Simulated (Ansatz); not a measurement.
`[O]=[Nb]([OH])([F])[F]` + H₂O → `[O]=[Nb]([OH])([OH])[F]` + H–F at 500 K and 1 bar (formal hydrolysis of the Nb–F bond).

Gas-phase electronic energies from Ansatz, PBE0-D4/def2-TZVP geometries. CCSD(T)/CBS is the MP2 limit (def2-TZVPP, def2-QZVPP) plus CCSD(T) − MP2 in def2-TZVPP, frozen cores. This one scheme is used for every species. def2 core potentials past Kr. For Nb outer-core shells are correlated without core-valence functions, which leaves a few kJ/mol of doubt a bond. One conformer a species, not always the lowest.

```
                  species  CCSD(T)/CBS energy (Eh)  H − E (kJ/mol)  S (J/(mol·K))
 `[O]=[Nb]([OH])([F])[F]`               -407.69372            94.8          388.8
                      H₂O                -76.37941            73.2          206.3
`[O]=[Nb]([OH])([OH])[F]`               -383.66619           127.7          403.2
                      H–F               -100.39570            39.4          188.7
```

H − E and S are ideal-gas, rigid-rotor, harmonic terms from PBE0-D4/def2-TZVP, for one conformer and one mirror image of each species. 1 Eh = 2625.50 kJ/mol, R = 8.31446 J/(mol·K).

Question: By hand: ΔE, ΔH, ΔS and ΔG.

Answer: ΔE = (-383.66619) + (-100.39570) − (-407.69372) − (-76.37941) = 0.01124 Eh = 29.5 kJ/mol. Δ(H − E) = 127.7 + 39.4 − 94.8 − 73.2 = -0.9, so ΔH = 28.6 kJ/mol. ΔS = 403.2 + 188.7 − 388.8 − 206.3 = -3.2 J/(mol·K). ΔG = 28.6 − 500 × (-3.2)/1000 = 30.2 kJ/mol.

Question: By hand: the equilibrium constant, and the temperature at which ΔG would vanish if ΔH and ΔS stayed fixed.

Answer: log₁₀ K = −ΔG/(RT ln 10) = -3.2. ΔH and −TΔS have one sign here, so there is no such temperature.

The number of gas molecules stays the same, so ΔS is small and ΔH decides. A doubt of 5 kJ/mol in ΔE shifts log₁₀ K by 0.5 here. Other conformers and mirror images would add mixing entropy, several J/(mol·K) or more a flexible species. These are equilibria of isolated gas molecules and say nothing of rates. Largest T1 diagnostic: 0.022 (customary marks: 0.02 for closed shells, 0.045 for open ones).

ΔS is within the doubt of such terms, so its sign, and with it that verdict, could turn.
